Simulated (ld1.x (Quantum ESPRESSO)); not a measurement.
# Reading a pseudo-wave (chlorine)

Columns: radius, all-electron u(r) and pseudo u(r) of the 2s shell (level -263.80 eV) of chlorine in the configuration [He] 2s2 2p6 3s2 3p4; PBE, non-relativistic, TM scheme, ld1.x (Quantum ESPRESSO) 7.5.

```csv
r (bohr),all-electron,pseudo
0.030,0.6641,-0.1322
0.060,0.7006,-0.2671
0.090,0.4386,-0.4070
0.120,0.0624,-0.5542
0.150,-0.3281,-0.7099
0.180,-0.6820,-0.8731
0.210,-0.9773,-1.0394
0.240,-1.2070,-1.2002
0.270,-1.3735,-1.3434
0.300,-1.4830,-1.4562
0.330,-1.5441,-1.5293
0.360,-1.5651,-1.5600
0.390,-1.5542,-1.5534
0.420,-1.5188,-1.5188
0.450,-1.4650,-1.4650
0.480,-1.3982,-1.3982
0.510,-1.3226,-1.3226
0.540,-1.2417,-1.2417
0.570,-1.1583,-1.1583
0.600,-1.0746,-1.0746
0.630,-0.9921,-0.9921
0.660,-0.9121,-0.9121
0.690,-0.8355,-0.8355
0.720,-0.7628,-0.7628
0.750,-0.6944,-0.6944
0.780,-0.6304,-0.6304
```

Q: How many radial nodes do the two functions have?

A: The all-electron 2s function has n − l − 1 = 1; the pseudo-wave has 0, since the states of the same l below it are removed with the core.

Q: At about which radius was the pseudo-wave matched?

A: 0.45 bohr. The columns agree to 0.0005 from 0.42 bohr on; several derivatives are matched, so the curves merge somewhat inside the radius.

Q: Is the pseudo-wave norm-conserving?

A: Yes: the TM scheme keeps the norm inside the radius equal to the all-electron one, which fixes the energy derivative of the logarithmic derivative at the level.
